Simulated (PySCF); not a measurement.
**Question.** What does the PBE0-D3(BJ)/def2-SVP structure of `O=C[SiH2]C(F)F` look like in three dimensions?

**Answer.** 
```
atom  x, y, z in Å
O1     2.354    1.263   -0.657
C2     1.575    0.701    0.069
Si3    0.249   -0.535   -0.601
C4    -1.367   -0.144    0.367
F5    -1.703    1.156    0.154
F6    -1.111   -0.300    1.696
H7     1.598    0.882    1.179
H8     0.049   -0.342   -2.062
H9     0.653   -1.937   -0.285
H10   -2.245   -0.768    0.118
```

Orientation and origin are arbitrary. Atoms count from 1 in this order. Si3 (SiH2 silicon) is distorted tetrahedral (angles from 105.8° to 111.5°).

Bonds between heavy atoms (Å): O1=C2 1.204, C2–Si3 1.932, Si3–C4 1.923, C4–F5 1.360, C4–F6 1.363.

Computed with PySCF 2.14.0, PBE0-D3(BJ)/def2-SVP geometry optimisation, gas phase.

Point group: C1 (no symmetry element, even within 0.4 Å). PBE0-D3(BJ)/def2-SVP frequencies: not computed here. The numbers are those of one conformer (O1–C2–Si3–C4 -138°, C2–Si3–C4–F5 59°).
